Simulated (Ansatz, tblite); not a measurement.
Removing and adding an electron: (AgH)4 ring (Ag₄H₄). The state is a singlet with charge 0. Geometry: PBE0-D4/def2-SVP. Ansatz, gas phase; energy differences of separate SCF runs; the oxidised species was run as a doublet alone; the reduced species was run as a doublet alone.

```xyz
8

Ag   -1.638    0.267   -0.996
H    -0.580    0.268   -2.438
Ag    1.008    0.024   -1.652
H     2.437   -0.223   -0.604
Ag    1.638   -0.267    0.996
H     0.580   -0.269    2.438
Ag   -1.008   -0.024    1.652
H    -2.437    0.224    0.604
```

In the def2 sets Ag takes a core potential; there is no spin–orbit coupling. The xTB rows come from tblite. HOMO above LUMO, or a gap near zero within one spin, warns that the state may not be the lowest or that an electron is smeared out.

```
               level  −HOMO (eV)  vertical IE (eV)  −LUMO (eV)  vertical EA (eV)  HOMO–LUMO gap (eV)  IE − EA (eV)                                     remarks
            GFN1-xTB       10.72             13.45        7.49              4.69                3.23          8.76                                           –
            GFN2-xTB        9.28             12.37        6.70              4.62                2.58          7.75                                           –
 r2SCAN-D4/def2-TZVP        6.36              8.75        2.37                 –                3.99             –  gap within one spin near zero (+1 doublet)
r2SCAN-D4/def2-TZVPD        6.37                 –        2.38              0.73                3.99             –                HOMO above zero (-1 doublet)
```

Task: Estimate the rows for PBE-D4/def2-TZVPD, PBE0-D4/def2-TZVP, PBE0-D4/def2-TZVPD.

Result: 
| level | −HOMO (eV) | vertical IE (eV) | −LUMO (eV) | vertical EA (eV) | HOMO–LUMO gap (eV) | IE − EA (eV) | remarks |
| --- | --- | --- | --- | --- | --- | --- | --- |
| PBE-D4/def2-TZVPD | 6.24 | – | 2.67 | 0.90 | 3.58 | – | HOMO above zero (-1 doublet) |
| PBE0-D4/def2-TZVP | 7.28 | 9.02 | 1.71 | – | 5.58 | – | – |
| PBE0-D4/def2-TZVPD | 7.28 | – | 1.71 | 0.50 | 5.58 | – | HOMO above zero (-1 doublet) |

Run but left out: PBE-D4/def2-TZVP (charge +1 doublet: an occupied level 0.08 eV above an empty one).   A HOMO above zero means that the electron is unbound at that level or that self-interaction error raises the level; the energy of removing that electron tells which. Raw xTB energy differences between charge states are shifted by several eV; the methods need an empirical correction for them.
